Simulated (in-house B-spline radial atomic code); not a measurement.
A fraction x of an electron is moved 2p → 3p in the argon ion Ar²⁺, starting from [Ne] 3s2 3p4 and keeping the highest spin. All numbers are computed (non-relativistic M06-2X, spin-polarised, spherical fractional occupations; point nucleus) with an all-electron radial atomic-structure program (B-spline basis), not measured.

Caution: exact exchange at fractional occupations of open shells leaves self-interaction of up to several eV.

| x | E(x) - E(0) (eV) | 2p down level (eV) | 3p down level (eV) |
| --- | --- | --- | --- |
| 0 | 0.0000 | -275.277 | -32.911 |
| 0.125 | 30.3683 | -277.185 | -33.662 |
| 0.25 | 60.8797 | -279.071 | -34.415 |
| 0.375 | ? | ? | ? |
| 0.5 | 122.3207 | -282.785 | -35.930 |
| 0.625 | 153.2443 | -284.612 | -36.693 |
| 0.75 | ? | ? | ? |
| 0.875 | 215.4824 | -288.205 | -38.236 |
| 1 | 246.7903 | -289.970 | -39.016 |

(1) What belongs in the row x = 0.375?

(2) What belongs in the row x = 0.75?

(3) Check Janak's theorem between x = 0.125 and 0.25.

Answers

(1) An energy change of 91.5315 eV; 2p down at -280.938 eV, 3p down at -35.170 eV.

(2) An energy change of 184.2993 eV; 2p down at -286.419 eV, 3p down at -37.462 eV.

(3) The slope of the energy is 244.09 eV; the orbital levels give 244.09 eV (ε of the receiving orbital less ε of the emptying one, averaged over the two points).
